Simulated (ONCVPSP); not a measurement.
## Which change was made? (Ga, ONCV)

```json
{
 "Element": "Ga (Z = 31)",
 "Generator": "ONCVPSP 4.0.1",
 "Type": "optimised norm-conserving Vanderbilt (ONCV)",
 "Functional": "PBE",
 "Relativity": "fully relativistic",
 "Frozen core": "[Ar]",
 "Valence charge": "13",
 "Reference configuration": "3d10 4s2 (charge +1)",
 "Partial waves": "4s: rc 2.00 bohr, ncon 3, nbas 7, qcut 2.8 1/bohr, 2 projectors, debl 2.2 Ha; p scattering state at 0.02 Ha: rc 2.10 bohr, ncon 4, nbas 8, qcut 3.5 1/bohr, 2 projectors, debl 3.7 Ha; 3d: rc 1.25 bohr, ncon 4, nbas 9, qcut 14.6 1/bohr, 2 projectors, debl 3.1 Ha",
 "Local potential": "polynomial inside 0.85 bohr (lpopt 5, dvloc0 0 Ha)",
 "Core correction": "none"
}
```

Open shells are filled in proportion to 2j + 1.

In the p channel the program set the typed energies aside and used 0.050, 3.750 Ha (j = l + 1/2; the other j can differ).

Cutoffs, loose and tight: the cutoffs (Ha) at which the residual kinetic energy of the hardest occupied pseudo-wave falls to 1 and 0.1 mHa per electron. They do not see the model core or the augmentation charge, which bear on the density cutoff. Test errors are all-electron minus pseudo excitation energies from the reference, over the configurations 3d10 4s2 4p1; 3d10 4s1; 3d10 4s0; 3d10 4s1 4p2; variants that change the core or the reference have their own tests. The largest error is taken over the tests solved by every variant that gives reliable tests at all, those not shown here included: 3d10 4s1; 3d10 4s1 4p2; 3d10 4s2 4p1.

The base gives: outcome: generated, projector energies reset by the program; cutoff, loose: 77 Ha; cutoff, tight: 86 Ha; bound ghosts: s; GHOST(+) flags above zero: p3/2, p1/2; largest test error (meV): +5.7.

Q: After one change the result is: outcome: generated, projector energies reset by the program; cutoff, loose: 88 Ha; cutoff, tight: 97 Ha; bound ghosts: s; GHOST(+) flags above zero: p3/2, p1/2; largest test error (meV): +15. Which change was it?
A. all radii scaled by about 0.85 (s 1.70, p 1.80, d 1.06 bohr); local potential polynomial inside 0.72 bohr (lpopt 5, dvloc0 0 Ha)
B. all radii scaled by about 0.95 (s 1.90, p 2.00, d 1.20 bohr); local potential polynomial inside 0.80 bohr (lpopt 5, dvloc0 0 Ha)
C. all radii scaled by about 1.08 (s 2.16, p 2.28, d 1.36 bohr); local potential polynomial inside 0.92 bohr (lpopt 5, dvloc0 0 Ha)
D. all radii scaled by about 1.32 (s 2.64, p 2.78, d 1.66 bohr); local potential polynomial inside 1.12 bohr (lpopt 5, dvloc0 0 Ha)
E. all radii scaled by about 1.21 (s 2.42, p 2.54, d 1.52 bohr); local potential polynomial inside 1.04 bohr (lpopt 5, dvloc0 0 Ha)

A: A. The others give: all radii scaled by about 1.08 (s 2.16, p 2.28, d 1.36 bohr); local potential polynomial inside 0.92 bohr (lpopt 5, dvloc0 0 Ha) → outcome: generated, projector energies reset by the program; cutoff, loose: 71 Ha; cutoff, tight: 80 Ha; bound ghosts: s; GHOST(+) flags above zero: p3/2, p1/2; largest test error (meV): -7.4 | all radii scaled by about 1.32 (s 2.64, p 2.78, d 1.66 bohr); local potential polynomial inside 1.12 bohr (lpopt 5, dvloc0 0 Ha) → outcome: generated, projector energies reset by the program; cutoff, loose: 62 Ha; cutoff, tight: 71 Ha; bound ghosts: none; GHOST(+) flags above zero: s, p3/2, p1/2; largest test error (meV): -49 | all radii scaled by about 0.95 (s 1.90, p 2.00, d 1.20 bohr); local potential polynomial inside 0.80 bohr (lpopt 5, dvloc0 0 Ha) → outcome: generated, projector energies reset by the program; cutoff, loose: 79 Ha; cutoff, tight: 88 Ha; bound ghosts: s; GHOST(+) flags above zero: p3/2, p1/2; largest test error (meV): +11 | all radii scaled by about 1.21 (s 2.42, p 2.54, d 1.52 bohr); local potential polynomial inside 1.04 bohr (lpopt 5, dvloc0 0 Ha) → outcome: generated, projector energies reset by the program; cutoff, loose: 63 Ha; cutoff, tight: 71 Ha; bound ghosts: none; GHOST(+) flags above zero: s, p3/2, p1/2; largest test error (meV): -26.
